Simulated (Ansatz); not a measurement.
The same path of CH$_{9}$AlSi$_{2}$ (13 atoms, charge 0, multiplicity 1) was run twice with different band settings. The coordinate that changes most is the dihedral Si2–Si3–Al4–H12.

Theory: RKS B3LYP-D4/STO-3G in Ansatz 0.2.0.

Relaxed end points:

```xyz
13
Properties=species:S:1:pos:R:3
C -1.868 -0.207 0.764
Si -0.327 -1.241 0.441
Si 1.496 0.054 0.119
Al 1.285 1.555 -1.603
H -1.751 0.420 1.658
H -2.749 -0.842 0.921
H -2.092 0.462 -0.077
H -0.589 -2.058 -0.725
H -0.157 -2.151 1.554
H 1.754 0.716 1.382
H 2.617 -0.847 -0.059
H 1.848 1.252 -2.964
H 0.553 2.851 -1.396
```

```xyz
13
Properties=species:S:1:pos:R:3
C -1.853 -0.174 0.741
Si -0.328 -1.246 0.468
Si 1.513 0.007 0.091
Al 1.251 1.571 -1.568
H -1.724 0.498 1.600
H -2.743 -0.786 0.935
H -2.071 0.452 -0.134
H -0.602 -2.109 -0.662
H -0.174 -2.107 1.621
H 1.871 0.608 1.360
H 2.589 -0.922 -0.191
H 0.786 2.963 -1.241
H 1.505 1.212 -3.005
```

Common settings: climbing image yes; spring 5.0 eV/Å²; optimiser quadratic models (default); start path through a guess of the saddle point; force threshold 0.05 eV/Å; iteration limit 60; end points relaxed.

| run | movable images |
| --- | --- |
| 1 | 7 |
| 2 | 1 |

**Question.** What does each run give, and how far can it be trusted?

**Answer.** Run 1: converged after 8 iterations, highest image 0.012 eV above the first end. A vibrational analysis at the climbing image gives one clearly imaginary mode, 62i cm⁻¹: a first-order saddle point.
Run 2: converged after 12 iterations, highest image 0.012 eV above the first end. Another band between the same ends (7 images) ends at a top of the same energy, where a vibrational analysis finds 1 clearly imaginary mode. So few images can step over the top or miss a turn of the path.
Limits of this set-up: minimal basis.
